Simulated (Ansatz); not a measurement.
Ideal-gas functions of BFH₂SeSi (`FB1[SiH2][Se]1`) at 400 K and 1 bar, from an Ansatz frequency run at PBE0-D4/def2-TZVP.

Molar mass 138.87 g/mol, point group Cs (symmetry number 1), electronic degeneracy 1, moments of inertia 120.242, 156.478, 270.679 u Å². Harmonic wavenumbers (cm⁻¹, unscaled): 261, 316, 333, 545, 547, 564, 575, 731, 947, 1421, 2232, 2248.

Use S(trans) = R[1.5 ln M + 2.5 ln T − 1.1517]; rotational temperatures θ = 24.2544 K / I; S(rot) = R[ln(√π/σ · √(T³/θAθBθC)) + 1.5]; for each mode x = 1.438777 ν̃/T, S = R[x/(eˣ − 1) − ln(1 − e⁻ˣ)] and H = RT x/(eˣ − 1); 1 cm⁻¹ = 0.0119627 kJ/mol; R = 8.31446 J/(mol·K).

Q: By hand: the entropy, in J/(mol·K).

A: Translation 176.5. Rotation: θ = 0.2017, 0.155, 0.0896 K, giving 116.4. Vibration, mode by mode: 9.14, 7.68, 7.29, 3.93, 3.91, 3.73, 3.61, 2.32, 1.25, 0.31, 0.02, 0.02, in all 43.2. Electronic 0.0. Sum 336.1 J/(mol·K).

Q: By hand: H − E and G − E in kJ/mol, counted from the electronic energy.

A: Zero-point energy ½ × 10720 × 0.0119627 = 64.1; thermal vibration 10.9; translation, rotation and pV give 4 RT = 13.3. H − E = 88.3 kJ/mol, and G − E = 88.3 − 400 × 336.1/1000 = -46.1 kJ/mol.

Vibration gives 13 % of the entropy.
